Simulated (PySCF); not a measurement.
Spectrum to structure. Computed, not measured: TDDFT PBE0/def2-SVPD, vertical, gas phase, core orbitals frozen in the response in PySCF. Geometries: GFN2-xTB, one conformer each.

| state | E (eV) | λ (nm) | f |
| --- | --- | --- | --- |
| S1 | 5.15 | 240.8 | 0.0015 |
| S2 | 7.00 | 177.2 | 0.020 |
| S3 | 7.37 | 168.2 | 0.034 |
| S4 | 7.41 | 167.3 | 0.062 |
| S5 | 7.52 | 164.8 | 0.030 |
| S6 | 7.82 | 158.5 | 0.011 |
| S7 | 7.99 | 155.3 | 0.033 |
| S8 | 8.06 | 153.8 | 0.058 |

Question: Which candidate is it? All have the formula C6H10FN.
A. `C/N=C\[C@H](C)/C=C\F`
B. `[H]/N=C1\CCCC[C@@H]1F`
C. `CC[C@@H](C)[C@@H](F)C#N`

Answer: B. Its S1 lies at 5.15 eV; the nearest of the others has S1 at 4.51 eV. S1 is HOMO→LUMO (98%). Löwdin shares by element: HOMO nitrogen 53%, carbon 22% or more, hydrogen 8% or more (atoms not listed hold the other 18%); LUMO carbon 42% or more, nitrogen 34% (atoms not listed hold the other 24%). At the same level the other candidates give, for their lowest levels:
- `C/N=C\[C@H](C)/C=C\F`: 4.51 eV (f 0.007); 6.27 eV (f 0.014); 6.28 eV (f 0.006); 6.40 eV (f 0.147); 6.83 eV (f 0.005); T1 3.72 eV; HOMO -6.66, LUMO -0.50 eV
- `CC[C@@H](C)[C@@H](F)C#N`: 7.22 eV (f 0.001); 8.01 eV (f 0.003); 8.20 eV (f 0.006); 8.32 eV (f 0.004); 8.37 eV (f 0.004); T1 6.25 eV; HOMO -9.39, LUMO -0.29 eV
Triplets come from the Tamm–Dancoff approximation.
